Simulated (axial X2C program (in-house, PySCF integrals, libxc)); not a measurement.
# Photoelectron levels of MgAu⁻ by EOM-IP-CCSD

Computed with an in-house all-electron X2C program for linear molecules (integrals from PySCF): two-component X2C with atomic mean-field Coulomb and Gaunt terms, Gaussian nuclei, basis Au dyall-acv3z, Mg dyall-acv3z with contracted cores.

R = 2.539 Å (0.960 times 2.645 Å, the PBE0 minimum at charge -1 for the lowest determinant).

Vertical detachment energies of MgAu⁻ to the states of MgAu:

```tsv
Ω of MgAu	vertical detachment energy (eV)	above lowest (cm⁻¹)	ionised spinor	one-hole weight
1/2	1.453	0	33% Mg pσ, 31% Mg sσ, 22% Au pσ	0.94
1/2	4.276	22766	50% Au sσ, 26% Mg sσ, 10% Au dσ	0.83
5/2	5.307	31086	99% Au dδ	0.89
```

This point took 14 s on 1 thread of Intel(R) Xeon(R) Platinum 8488C (Sapphire Rapids) (shared host).

Reference electrons by ω block (each with its −ω partner): 1/2: 27, 3/2: 13, 5/2: 5, 7/2: 1. 14 electrons of MgAu⁻ correlated (inner shells frozen), 92 natural virtual spinors (a truncated set); levels can be off by some tenths of an eV. Roots sought by Ω: (1/2: 4, 3/2: 3, 5/2: 1); rows need 60 % one-particle weight and stop where some Ω has no more roots. Missing are any skipped roots, higher Ω and states of a further excitation; these come out far too high here and may in truth be low or lowest. T1 of the reference 0.025 (Lee–Taylor). Number of frozen shells: Au 5 s, 4 p, 2 d, 1 f; Mg 2 s, 1 p. Large amplitudes in the reference (orbital relaxation or multireference character) lower the reliability.
